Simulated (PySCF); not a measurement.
HKO, singlet, geometry from GFN2-xTB (such geometries of metal compounds can be far from the true shape); PySCF with PBE0/def2-SVP.

The PySCF input:
```python
from pyscf import gto, scf, dft

mol = gto.Mole()
mol.atom = '''
    K    -0.515992   -0.253325   -0.435053
    O     1.047786    0.444316    0.880931
    H     1.421565    1.258641    1.218564
'''
mol.basis = 'def2-svp'
mol.charge = 0
mol.spin = 0
mol.verbose = 5
mol.build()

mf = dft.RKS(mol)
mf.xc = 'pbe0'
mf.kernel()
mo_i, mo_e, stable_i, stable_e = mf.stability(internal=True, external=True, return_status=True, nroots=6, tol=1e-6)
print('internally stable:', stable_i, ' externally stable:', stable_e)
if not stable_e:
    umf = mf.to_uhf() if not hasattr(mf, 'xc') else mf.to_uks()
    umf.scf_summary = {}
    umf.kernel(umf.make_rdm1(mo_e, umf.mo_occ))
mf.analyze()
```

It wrote (shortened):

```
PySCF version 2.14.0

[INPUT] verbose = 5
[INPUT] max_memory = 4000
[INPUT] num. atoms = 3
[INPUT] num. electrons = 28
[INPUT] charge = 0
[INPUT] spin (= nelec alpha-beta = 2S) = 0
[INPUT] symmetry False subgroup None
[INPUT] Mole.unit = angstrom
[INPUT] Symbol           X                Y                Z      unit          X                Y                Z       unit  Magmom
[...]
[INPUT] ---------------- BASIS SET ----------------
[INPUT] l, kappa, [nprim/nctr], expnt,             c_1 c_2 ...
[INPUT] H
[...]
                                1.9622572         0.13796524
                                0.44453796        0.47831935
[...]
[INPUT] O
[...]
                                340.87010191      -0.03989003923
                                77.363135167      -0.17853911985
                                21.47964494       -0.46427684959
                                6.6589433124      -0.44309745172
[...]
                                3.863550544       0.23094120765
                                1.0480920883      0.51375311064
[...]
[INPUT] K
[...]
                                4726.8876066      0.030501759762
                                1075.4345353      0.15073752622
                                303.39811023      0.51912939801
                                98.327112831      1.0366957005
                                33.636222177      0.76398963199
[...]
                                7.3162592218      1.691493586
                                2.8902580135      1.2965331953
[...]
                                0.70404124062     0.02563571896
                                0.28266888959     0.016606859208
[...]
                                84.670222166      0.1504364174
                                26.469088236      0.55440061077
                                9.2658077615      1.0409009991
                                3.3423388293      0.67825341194
[...]
                                0.56568375163     1.3708585031
                                0.20817008495     0.66047633079
[...]
nuclear repulsion = 45.0605955868362
number of shells = 19
number of NR pGTOs = 82
number of NR cGTOs = 43
basis = def2-svp
ecp = {}

******** <class 'pyscf.dft.rks.RKS'> ********
method = RKS
initial guess = minao
damping factor = 0
level_shift factor = 0
DIIS = <class 'pyscf.scf.diis.CDIIS'>
diis_start_cycle = 1
diis_space = 8
diis_damp = 0
SCF conv_tol = 1e-09
SCF conv_tol_grad = None
SCF max_cycles = 50
direct_scf = True
direct_scf_tol = 1e-13
XC library pyscf.dft.libxc version 7.1.2
    S. Lehtola, C. Steigemann, M. J. T. Oliveira, and M. A. L. Marques,  SoftwareX 7, 1–5 (2018)
XC functionals = pbe0
    C. Adamo and V. Barone,  J. Chem. Phys. 110, 6158 (1999)
    M. Ernzerhof and G. E. Scuseria,  J. Chem. Phys. 110, 5029 (1999)
radial grids:
    Treutler-Ahlrichs [JCP 102, 346 (1995); DOI:10.1063/1.469408] (M4) radial grids

becke partition: Becke, JCP 88, 2547 (1988); DOI:10.1063/1.454033
pruning grids: <function nwchem_prune>
grids dens level: 3
symmetrized grids: False
atomic radii adjust function: <function treutler_atomic_radii_adjust>
small_rho_cutoff = 0
Set gradient conv threshold to 3.16228e-05
Initial guess from minao.
atom K rad-grids = 90, ang-grids = [ 50  50  50  50  50  50  50  50  50  50  50  50  50  50  50  50  50  50
  50  50  50  50  50  50  50  50  50  50  50  50  86  86  86  86  86  86
  86  86  86  86  86  86  86  86  86  86 350 350 350 350 350 350 350 350
 350 350 350 350 434 434 434 434 434 434 434 434 434 434 434 434 434 434
 434 434 434 434 434 434 434 350 350 350 350 350 350 350 350 350 350 350]
atom O rad-grids = 75, ang-grids = [ 50  50  50  50  50  50  50  50  50  50  50  50  50  50  50  50  50  50
  50  50  50  50  50  86  86  86  86  86  86  86  86  86 266 266 266 266
 266 266 266 302 302 302 302 302 302 302 302 302 302 302 302 302 302 302
 302 302 302 302 302 266 266 266 266 266 266 266 266 266 266 266 266 266
 266 266 266]
atom H rad-grids = 50, ang-grids = [ 50  50  50  50  50  50  50  50  50  50  50  50  50  50  50  86  86  86
  86 266 266 266 266 266 302 302 302 302 302 302 302 302 302 302 302 302
 302 266 266 266 266 266 266 266 266 266 266 266 266 266]
tot_boxes 1584, boxes in each direction [10  9 10]
Padding 6 grids
tot grids = 43936
nelec by numeric integration = 27.989740473734756
E1 = -1016.4315031403332  E2 = 296.18833709239254  Ecoul = 338.10047703902245  Exc = -41.91213994662992
init E= -675.182570461104
cond(S) = 72.96077512787308
  mo_energy =
[-1.29989816e+02 -1.94446021e+01 -1.33018176e+01 -1.06171746e+01
 -1.06170092e+01 -1.06170078e+01 -1.42950833e+00 -1.14308071e+00
 -7.97051963e-01 -7.80151624e-01 -7.80126771e-01 -5.67462492e-01
 -4.44535226e-01 -4.40500565e-01 -7.88283169e-02 -3.37185497e-03
 -1.49538324e-03  9.58329622e-04  2.01178033e-02  7.02085145e-02
  1.22668550e-01  1.22903428e-01  1.34912850e-01  1.38035714e-01
  2.08048569e-01  5.21126210e-01  5.40476321e-01  5.42445850e-01
  5.47873863e-01  5.47917273e-01  6.35566598e-01  8.95955575e-01
  8.98971574e-01  9.96696656e-01  1.03018269e+00  1.40648040e+00
  1.43210323e+00  2.16797133e+00  2.46903214e+00  2.47433317e+00
  2.82925635e+00  2.83751722e+00  3.58370738e+00]
nelec by numeric integration = 28.00000849224533
E1 = -1024.1826888608332  E2 = 303.9746372839802  Ecoul = 346.7688800598975  Exc = -42.79424277591735
cycle= 1 E= -675.147455990017  delta_E= 0.0351  |g|=    1  |ddm|= 1.63
  mo_energy =
[-1.29926119e+02 -1.82666441e+01 -1.32379272e+01 -1.05540571e+01
 -1.05540077e+01 -1.05518813e+01 -1.36384023e+00 -7.22926821e-01
 -7.22532475e-01 -7.07388827e-01 -5.06609677e-01 -6.35055592e-02
 -2.71475181e-02  3.49030491e-02  3.68313787e-02  4.11932465e-02
  8.90970138e-02  1.00928582e-01  1.10017867e-01  1.70970395e-01
  1.70978300e-01  2.47435008e-01  2.61120050e-01  2.76544685e-01
  3.42043937e-01  5.99028856e-01  5.99104391e-01  6.17244440e-01
  6.18543118e-01  6.43637946e-01  9.30460895e-01  1.42492510e+00
[...]
converged SCF energy = -675.358115398729
<class 'pyscf.dft.rks.RKS'> wavefunction is stable in the internal stability analysis
<class 'pyscf.dft.rks.RKS'> wavefunction is stable in the real -> complex stability analysis
<class 'pyscf.dft.rks.RKS'> wavefunction is stable in the RHF/RKS -> UHF/UKS stability analysis
internally stable: True  externally stable: True
Total Energy =                        -675.358115398728955
[...]
1 O 2pz          0.11948  -0.03682  -0.04471   0.00099   0.01817
1 O 3px          0.04088   0.61535  -0.61238   0.26349  -0.31810
1 O 3py         -0.03666  -0.52683  -0.02697   0.71757  -0.35972
1 O 3pz          0.03246   0.48817   0.74274   0.24316  -0.27553
1 O 3dxy        -0.06435  -0.00018  -0.00846  -0.13639  -0.02429
1 O 3dyz        -0.05935  -0.00052   0.00919  -0.12479  -0.02033
1 O 3dz^2        0.04717   0.00591   0.02113   0.08844  -0.00243
1 O 3dxz        -0.00944   0.02409   0.00431  -0.04682  -0.03118
1 O 3dx2-y2      0.08294   0.01959  -0.01150   0.14547  -0.01445
2 H 1s          -0.41163   0.04254   0.00004   0.12505   0.03847
2 H 2s           0.73754  -0.05004  -0.00004   0.03423   0.05312
2 H 2px         -0.01160   0.13044  -0.13483   0.05566  -0.07302
2 H 2py         -0.11921  -0.10766  -0.00592   0.06786  -0.00544
2 H 2pz         -0.01383   0.10362   0.16353   0.04838  -0.06050
               #36       #37       #38       #39       #40
0 K 1s          -0.00000  -0.00010   0.00001  -0.00000  -0.00003
0 K 2s          -0.00000   0.00035   0.00010  -0.00000  -0.00001
0 K 3s          -0.00000  -0.00062   0.00038  -0.00000  -0.00044
0 K 4s          -0.00000   0.00375   0.00272   0.00000   0.00053
0 K 5s           0.00000   0.00790   0.00017   0.00000   0.00149
0 K 2px          0.00014   0.00068  -0.00003   0.00005   0.00015
0 K 2py          0.00001   0.00045   0.00006   0.00000   0.00013
0 K 2pz         -0.00017   0.00058  -0.00003  -0.00006   0.00013
0 K 3px         -0.00050  -0.00063   0.00138  -0.00061  -0.00090
0 K 3py         -0.00002  -0.00054  -0.00026  -0.00003  -0.00118
0 K 3pz          0.00060  -0.00054   0.00113   0.00073  -0.00079
0 K 4px         -0.01489   0.01057   0.01683  -0.00358   0.00227
0 K 4py         -0.00064  -0.00430   0.01287  -0.00017  -0.00377
0 K 4pz          0.01804   0.00857   0.01435   0.00435   0.00172
0 K 3dxy        -0.00992  -0.05404  -0.01395   0.00229  -0.02113
0 K 3dyz         0.01199  -0.04662  -0.01231  -0.00348  -0.01725
0 K 3dz^2        0.00091   0.00303   0.00699   0.01154  -0.00441
0 K 3dxz        -0.00031  -0.09094   0.00780   0.00266  -0.01827
0 K 3dx2-y2      0.00033  -0.02581   0.01615  -0.00693  -0.01309
0 K 4dxy        -0.00809  -0.01193   0.00735  -0.01417  -0.00759
0 K 4dyz         0.00663  -0.00944   0.00659   0.01628  -0.00776
0 K 4dz^2        0.06270  -0.00020  -0.00149   0.01715   0.01097
0 K 4dxz         0.01361   0.02706   0.01977   0.00309  -0.00192
0 K 4dx2-y2     -0.03564   0.01094   0.00448  -0.00864   0.01897
1 O 1s          -0.00000  -0.00015   0.00224  -0.00000  -0.00004
1 O 2s           0.00000  -0.00480   0.04399  -0.00001  -0.00095
1 O 3s          -0.00000   0.02133  -0.06559   0.00002   0.00485
1 O 2px          0.01867  -0.01949   0.02617  -0.00203   0.00182
1 O 2py          0.00081   0.01504   0.05354  -0.00009  -0.00204
1 O 2pz         -0.02262  -0.01555   0.02352   0.00247   0.00142
1 O 3px          0.12752  -0.16071  -0.06747   0.00740  -0.01481
1 O 3py          0.00551   0.05059  -0.16568   0.00033   0.00360
1 O 3pz         -0.15445  -0.13088  -0.06161  -0.00904  -0.01205
1 O 3dxy        -0.19222   0.13111  -0.24678   0.30726  -0.36954
1 O 3dyz         0.22533   0.09761  -0.22266  -0.41104  -0.25771
1 O 3dz^2        0.15588   0.10651   0.13270   0.71357  -0.27379
1 O 3dxz         0.02483   0.13069  -0.10048   0.17837   0.83964
1 O 3dx2-y2     -0.07371   0.22572   0.20967  -0.44092  -0.12069
2 H 1s           0.00000   0.00090  -0.05632   0.00000   0.00042
2 H 2s          -0.00000  -0.00805  -0.01770   0.00000   0.00080
2 H 2px         -0.58144   0.60446   0.34232   0.00032   0.00711
2 H 2py         -0.02510  -0.48381   0.74402  -0.00002  -0.01005
2 H 2pz          0.70423   0.48182   0.30915  -0.00037   0.00548
               #41       #42       #43
0 K 1s          -0.00000  -0.00004  -0.00003
0 K 2s          -0.00000  -0.00015   0.00030
0 K 3s          -0.00000  -0.00090   0.00037
0 K 4s          -0.00000   0.00062  -0.00572
0 K 5s           0.00000   0.00161   0.00047
0 K 2px          0.00000   0.00017   0.00020
0 K 2py          0.00000   0.00003  -0.00007
0 K 2pz         -0.00000   0.00014   0.00016
0 K 3px         -0.00058  -0.00237   0.00100
0 K 3py         -0.00003  -0.00128  -0.00031
0 K 3pz          0.00070  -0.00200   0.00081
0 K 4px          0.00045  -0.00042  -0.01543
0 K 4py          0.00002   0.00102  -0.00407
0 K 4pz         -0.00054  -0.00031  -0.01288
0 K 3dxy        -0.00544  -0.02008  -0.00317
0 K 3dyz         0.00590  -0.01696  -0.00256
0 K 3dz^2        0.01376  -0.00237   0.00086
0 K 3dxz         0.00279  -0.03835   0.01101
0 K 3dx2-y2     -0.00751  -0.01742   0.00596
0 K 4dxy         0.00320  -0.00208   0.00479
0 K 4dyz        -0.00416  -0.00142   0.00406
0 K 4dz^2        0.00553  -0.00292  -0.00201
0 K 4dxz         0.00140  -0.00333  -0.01038
0 K 4dx2-y2     -0.00348  -0.00620  -0.00783
1 O 1s           0.00000  -0.00002  -0.00147
1 O 2s          -0.00000  -0.00119  -0.01988
1 O 3s           0.00000   0.00997  -0.13578
1 O 2px          0.00307  -0.00276  -0.01067
1 O 2py          0.00013   0.00457  -0.02413
1 O 2pz         -0.00372  -0.00211  -0.00967
1 O 3px         -0.03301   0.02073  -0.05178
1 O 3py         -0.00143  -0.03708  -0.11187
1 O 3pz          0.03999   0.01578  -0.04674
1 O 3dxy        -0.52162   0.34320  -0.48473
1 O 3dyz         0.61113   0.25418  -0.43872
1 O 3dz^2        0.43267   0.29851   0.27146
1 O 3dxz         0.06954   0.42490  -0.19942
1 O 3dx2-y2     -0.20545   0.65719   0.42987
2 H 1s           0.00000  -0.00064   0.04526
2 H 2s          -0.00000   0.00102  -0.17617
2 H 2px          0.21772  -0.22025  -0.17740
2 H 2py          0.00943   0.17904  -0.38246
2 H 2pz         -0.26378  -0.17539  -0.16011
 ** Mulliken pop on meta-lowdin orthogonal AOs  **
 ** Mulliken pop  **
 ** Mulliken atomic charges  **
charge of    0K =      0.79764
charge of    1O =     -1.05505
charge of    2H =      0.25741
Dipole moment(X, Y, Z, Debye): -4.89497, -1.41575, -4.09188
```
